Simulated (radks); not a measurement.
Coulomb parameter of the 5d shell of neutral rhenium in the model configuration [Xe] 4f14 5d5.5 6s1.5, as a second difference U = [E(n + 0.5) + E(n - 0.5) - 2 E(n)] / (0.5)^2 with all orbitals relaxed. "Bare": the charge of the atom changes with n. "Screened": the 6s shell takes up the change at fixed total charge, which measures U(5d,5d) + U(6s,6s) - 2 U(5d,6s). All-electron calculation, Dirac Kohn-Sham, PBE, spin-unpolarised, spherical densities, point nucleus; open shells are shared between the two j in proportion to 2j + 1. Program: a radial shooting solver on a logarithmic mesh with Libxc functionals.

case                   configuration  E - E(n) (eV)
start          [Xe] 4f14 5d5.5 6s1.5          0.000
bare +0.5        [Xe] 4f14 5d6 6s1.5         -1.367
bare -0.5        [Xe] 4f14 5d5 6s1.5          3.406
screened +0.5      [Xe] 4f14 5d6 6s1          0.557
screened -0.5      [Xe] 4f14 5d5 6s2         -0.379

U(bare) = 8.153 eV, U(screened by 6s) = 0.713 eV. The step up makes a negative ion, whose loosely bound charge lowers the bare value.
